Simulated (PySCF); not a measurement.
Job file and geometry (Å, from GFN2-xTB) of an NMR shielding run on SMILES [SiH2]1[Si@H](N[SiH3])C[SiH2][SiH2]1, CH₁₃NSi₅, GIAO PBE0/pcSseg-1 NMR shielding, non-relativistic, gas phase (PySCF); density fitting, a coarse starting grid and PySCF grid level 2 are the driver's defaults:

```
$ OMP_NUM_THREADS=1 python probes_run.py task.json out

{"job": {"kind": "nmr", "xc": "PBE0", "basis": "pcSseg-1"}, "charge": 0, "multiplicity": 1}
Si     2.979228     1.035748    -0.141005
N      1.690500    -0.067722    -0.460527
Si     0.617484    -0.887477     0.641696
C     -0.644805    -1.782782    -0.484561
Si    -1.901622    -0.632574    -1.358585
Si    -2.346951     1.052022     0.187389
Si    -0.649858     0.701817     1.759489
H      2.582206     1.787368     1.046580
H      3.100103     1.884924    -1.327715
H      4.254974     0.353626     0.112253
H      1.726638    -0.476798    -1.381188
H      1.380647    -1.910211     1.388791
H     -1.201650    -2.479496     0.143588
H     -0.129123    -2.399382    -1.220098
H     -1.287621    -0.149691    -2.605735
H     -3.036559    -1.461185    -1.797132
H     -2.318236     2.383772    -0.439269
H     -3.718336     0.983157     0.719271
H     -1.176362     0.168443     3.029174
H      0.074194     1.907120     2.184549
```

Problem. What does the program print?

Solution. 
```
coarse grid: 18328 points
cycle   1  E = -1547.3015021640  dE =  2.441e-01  |g| = 5.370e-01  |ddm| = 4.072e+00
cycle   2  E = -1547.2351047671  dE =  6.640e-02  |g| = 7.458e-01  |ddm| = 1.220e+00
cycle   3  E = -1547.3650596709  dE = -1.300e-01  |g| = 7.469e-02  |ddm| = 8.573e-01
cycle   4  E = -1547.3662189483  dE = -1.159e-03  |g| = 3.061e-02  |ddm| = 1.201e-01
cycle   5  E = -1547.3664412191  dE = -2.223e-04  |g| = 8.249e-03  |ddm| = 3.620e-02
cycle   6  E = -1547.3664590723  dE = -1.785e-05  |g| = 1.786e-03  |ddm| = 1.247e-02
cycle   7  E = -1547.3664600921  dE = -1.020e-06  |g| = 3.519e-04  |ddm| = 3.348e-03
final grid: 151672 points
cycle   8  E = -1547.4011177729  dE = -1.865e-05  |g| = 6.365e-03  |ddm| = 2.389e-02
cycle   9  E = -1547.4011079845  dE =  9.788e-06  |g| = 9.012e-03  |ddm| = 1.410e-02
cycle  10  E = -1547.4011264549  dE = -1.847e-05  |g| = 6.420e-04  |ddm| = 8.926e-03
cycle  11  E = -1547.4011265264  dE = -7.148e-08  |g| = 2.444e-04  |ddm| = 9.458e-04
cycle  12  E = -1547.4011265408  dE = -1.447e-08  |g| = 4.855e-05  |ddm| = 2.821e-04
cycle  13  E = -1547.4011265414  dE = -6.144e-10  |g| = 1.441e-05  |ddm| = 7.854e-05
converged SCF energy = -1547.4011265414

GIAO shielding tensors (ppm)
atom      isotropic    diamagn.    paramagn.     s11        s22        s33       span
  0 Si     406.566     879.798    -473.233    362.008    387.562    470.126    108.118
  1 N      261.133     325.924     -64.791    237.828    247.491    298.082     60.254
  2 Si     358.939     881.050    -522.110    326.946    363.738    386.134     59.188
  3 C      189.218     258.794     -69.576    176.937    192.291    198.428     21.491
  4 Si     419.287     880.542    -461.255    376.095    409.337    472.430     96.334
  5 Si     475.863     881.354    -405.492    457.090    468.430    502.068     44.978
  6 Si     476.983     882.313    -405.330    460.830    470.887    499.233     38.403
  7 H       27.090      30.029      -2.939     22.657     27.858     30.754      8.097
  8 H       27.035      29.057      -2.022     22.952     25.207     32.946      9.994
  9 H       26.966      27.992      -1.026     22.959     24.647     33.292     10.333
 10 H       32.679      34.799      -2.120     22.300     32.431     43.305     21.006
 11 H       25.965      29.889      -3.924     22.058     23.867     31.970      9.912
 12 H       32.101      31.764       0.337     27.023     28.622     40.658     13.635
 13 H       31.273      32.046      -0.773     26.086     28.257     39.475     13.389
 14 H       27.621      30.053      -2.432     23.934     25.552     33.376      9.442
 15 H       27.410      28.935      -1.525     23.170     25.028     34.032     10.862
 16 H       28.240      29.738      -1.498     24.777     25.045     34.900     10.123
 17 H       28.265      29.328      -1.063     24.339     25.132     35.323     10.984
 18 H       28.472      30.018      -1.546     24.547     25.330     35.539     10.991
 19 H       28.070      30.406      -2.335     23.832     25.992     34.387     10.555
```

Problem. Turn these shieldings into chemical shifts. Referencing at the same level of theory: TMS for 29Si (σref 349.16) and 13C (σref 186.93) and 1H (σref 31.72); NH3 for 15N (σref 267.73).

Solution. Averaging equivalent atoms: Si 2: -9.8; Si 0: -57.4; Si 4: -70.1; Si 5: -126.7; Si 6: -127.8; N 1: 6.6; C 3: -2.3; H 11: 5.75; H 7/8/9: 4.69; H 15: 4.31; H 14: 4.10; H 19: 3.65; H 16: 3.48; H 17: 3.45; H 18: 3.25; H 13: 0.44; H 12: -0.38; H 10: -0.96 ppm. Experimental scales use liquid or dissolved standards, which lie at an offset from isolated NH3 (liquid NH3: subtract about 20 ppm).

Size and cost of the density-fitted run: 219 basis functions, 45 s wall time on 1 thread of an Arm Neoverse V1, shared host; peak memory 1.1 GiB.
